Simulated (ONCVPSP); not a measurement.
## bromine: variants of one ONCV potential

Base potential:

| Item | Value |
| --- | --- |
| Element | Br (Z = 35) |
| Generator | ONCVPSP 4.0.1 |
| Type | optimised norm-conserving Vanderbilt (ONCV) |
| Functional | PBE |
| Relativity | non-relativistic |
| Frozen core | [Ne] |
| Valence charge | 25 |
| Reference configuration | 3s2 3p6 3d10 4s2 4p4.5 (charge +0.5) |
| Partial waves | 3s+4s: rc 0.95 bohr, ncon 3, nbas 6, qcut 12 1/bohr, 2 projectors; 3p+4p: rc 1.10 bohr, ncon 4, nbas 9, qcut 12.6 1/bohr, 2 projectors; 3d: rc 1.15 bohr, ncon 4, nbas 9, qcut 13.1 1/bohr, 3 projectors, debl 3.4 Ha |
| Local potential | polynomial inside 0.95 bohr (lpopt 1, dvloc0 6 Ha) |
| Core correction | Teter function fitted to the true core (icmod 2), fcfact 0.25 |

All-electron outer shells of the reference configuration (PBE, non-relativistic, ld1.x):

```tsv
shell	level (eV)	outermost node (bohr)	outermost maximum (bohr)
2s	-1686.97	0.06	0.16
2p	-1521.16	–	0.13
3s	-235.03	0.24	0.49
3p	-177.03	0.21	0.49
3d	-73.70	–	0.43
4s	-24.35	0.68	1.45
4p	-12.53	0.71	1.66
```

Cutoffs, loose and tight: the cutoffs (Ha) at which the residual kinetic energy of the hardest occupied pseudo-wave falls to 1 and 0.1 mHa per electron. They do not see the model core or the augmentation charge, which bear on the density cutoff. Test errors are all-electron minus pseudo excitation energies from the reference, over the configurations 3s2 3p6 3d10 4s2 4p5; 3s2 3p6 3d10 4s2 4p4; 3s2 3p6 3d10 4s2 4p3; 3s2 3p6 3d10 4s1 4p5. A dash means not determined; rows that change the core or the reference have their own tests.

| change | outcome | cutoff, loose | cutoff, tight | bound ghosts | GHOST(+) flags above zero | largest test error (meV) |
| --- | --- | --- | --- | --- | --- | --- |
| base | generated | 75 Ha | 83 Ha | none | none | -2.0 |
| p: qcut 7.9 | generated | 220 Ha | 274 Ha | none | none | -3.3 |
| p: qcut 9.3 | generated | 101 Ha | 225 Ha | none | none | -2.7 |
| p: qcut 11.7 | generated | 75 Ha | 83 Ha | none | none | -2.2 |
| p: qcut 13.4 | generated | 75 Ha | 83 Ha | none | none | -1.9 |
| p: qcut 17.2 | generated | 80 Ha | 94 Ha | none | none | -1.7 |
| p: qcut 18.4 | generated | 75 Ha | 85 Ha | none | none | -1.7 |

Q: What comes out with this change to the base: p: qcut 15.1?

A: outcome: generated; cutoff, loose: 75 Ha; cutoff, tight: 84 Ha; bound ghosts: none; GHOST(+) flags above zero: none; largest test error (meV): -1.8.

Reading the sweep of the qcut of the p channel (base included, trends over the rows without a ghost): The loose cutoff falls from 220 Ha at 7.9 to 75 Ha at 18.4 1/bohr, with one reversal. The median size of the test errors (rows with all tests solved) stays near 0.2 meV.
